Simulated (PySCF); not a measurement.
PySCF input file for CH3Si, SMILES [SiH2]=[CH], multiplicity 2, PBE/pcH-1. Geometry: PBE0-D3(BJ)/def2-TZVP. The isomer is the one that the SMILES or the coordinates give; other isomers of the formula were not compared.

```python
import numpy as np
from pyscf import gto, scf, dft
from pyscf.prop.hfc import uks as hfc
from pyscf.prop.gtensor import uks as gtensor

mol = gto.M(
    atom='''
    C    -0.00000000    0.00000000   -1.18282522
    Si    0.00000000   -0.00000000    0.48522713
    H     0.00000000   -0.00000001   -2.25556048
    H     0.00000000   -1.24707224    1.27966599
    H     0.00000000    1.24707224    1.27966598
    ''',
    basis='pcH-1',
    charge=0,
    spin=1,
    max_memory=1600,
    verbose=3,
)
mf = dft.UKS(mol, xc='pbe')
mf.grids.level = 3
mf.conv_tol = 1e-10
mf.max_cycle = 100
mf.kernel()
fine, coarse = mf.grids, dft.Grids(mol).set(level=1).build(with_non0tab=True)
for _ in range(3):  # follow internal instabilities
    mf.grids = coarse
    mo, _, stable, _ = mf.stability(return_status=True, nroots=4)
    mf.grids = fine
    if stable:
        break
    mf.kernel(mf.make_rdm1(mo, mf.mo_occ))
A = hfc.HFC(mf).make_fcdip(mf.make_rdm1())  # Fermi contact and dipolar terms, MHz
print('atom   A(iso)/MHz   principal dipolar parts/MHz')
for i, a in enumerate(A):
    w = np.linalg.eigvalsh((a + a.T) / 2)
    print(f'{mol.atom_symbol(i):2s}{i + 1:3d} {w.mean():12.2f}', (w - w.mean()).round(2))
gt = gtensor.GTensor(mf)
gt.dia_soc2e, gt.para_soc2e, gt.so_eff_charge = None, None, True
gt.max_cycle_cphf = 60
g = gt.kernel()
```

Log of the run:

```

WARN: HOMO -0.233353092374518 >= LUMO -0.233353092374505

converged SCF energy = -329.045840673004  <S^2> = 0.76812531  2S+1 = 2.0180439
<class 'pyscf.dft.uks.UKS'> wavefunction is stable in the internal stability analysis
atom   A(iso)/MHz   principal dipolar parts/MHz
C   1        74.70 [-86.11 -56.39 142.5 ]
Si  2        85.14 [-14.22 -11.42  25.63]
H   3       -67.24 [-35.13  -5.11  40.25]
H   4        86.92 [-4.8  -1.39  6.2 ]
H   5        86.92 [-4.8  -1.39  6.2 ]
SOC(1e)/OZ [ 4.43154167e-04 -4.84953501e-05  2.76474180e-03]
free electron g 2.00231930436182
g-tensor total [2.00268492 2.00216313 2.00503327]
g-shift (ppt) [ 0.36561227 -0.15617577  2.71396922]
```

The calculation finished and met its thresholds.
